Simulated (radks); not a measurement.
Task: The mean radii <r> (bohr) of the occupied orbitals of an atom or ion are listed with their occupations. All-electron calculation, non-relativistic Kohn-Sham, PBEsol, spin-unpolarised, spherical densities, point nucleus. Program: a radial shooting solver on a logarithmic mesh with Libxc functionals.

| orbital | occ. | <r> |
|---|---|---|
| 1s | 2 | 0.04131 |
| 2s | 2 | 0.1814 |
| 2p | 6 | 0.1561 |
| 3s | 2 | 0.4747 |
| 3p | 6 | 0.4639 |
| 3d | 2 | 0.4233 |
| 7f | 1 | 3.772 |

Name the element and its charge.

Result: Z = 37, rubidium, charge +16: Rb16+ in [Ar] 3d2 7f1. The 1s radius gives Z: for a bare nucleus <r> = 1.5/Z, 0.04054 bohr for Z = 37, and screening makes it slightly larger (0.04131 here). The occupations add up to 21, and the charge is Z minus that.
